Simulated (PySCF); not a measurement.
H₃O₃Y, SMILES [OH][Y]([OH])[OH].

Geometry optimised at PBE0-D3(BJ)/def2-SVP. The def2 effective core potentials stand for the cores of Y; spin–orbit coupling is left out. One conformer was computed; it need not be the lowest.

These are TDDFT-PBE/def2-SVPD (PySCF) values and carry that method's errors.

Vertical excitations; the highest root listed may be one member of a degenerate set. Isolated molecule, no solvent. State labels are in the subgroup C2v.

Question: Estimate the UV-visible absorptions. (An estimate is asked for; the answer gives what the named calculation found.)

Answer: 
```
state  symmetry  energy (eV)  λ (nm)      f                    main pairs
-----  --------  -----------  ------  -----  ----------------------------
S1           B1         4.25     292  0.000               HOMO→LUMO 100 %
S2           B2         4.53     274  0.055             HOMO−1→LUMO 100 %
S3           A1         4.63     268  0.008  HOMO−2→LUMO (degenerate set)
S4           B1         4.63     268  0.008  HOMO−3→LUMO (degenerate set)
S5           A2         4.84     256  0.000  HOMO−4→LUMO (degenerate set)
S6           B2         4.84     256  0.000  HOMO−5→LUMO (degenerate set)
S7           B1         6.28     198  0.000             HOMO→LUMO+1 100 %
S8           A2         6.45     192  0.000  HOMO→LUMO+2 (degenerate set)
S9           B2         6.45     192  0.000  HOMO→LUMO+3 (degenerate set)
S10          A2         6.49     191  0.000             HOMO→LUMO+4 100 %
T1           B1         4.23     293      0               HOMO→LUMO 100 %
T2           B2         4.40     282      0             HOMO−1→LUMO 100 %
T3           A1         4.59     270      0  HOMO−2→LUMO (degenerate set)
T4           B1         4.59     270      0  HOMO−3→LUMO (degenerate set)
```
Triplets are in the Tamm–Dancoff approximation, which puts them higher than full response would, so one can lie above its singlet here.
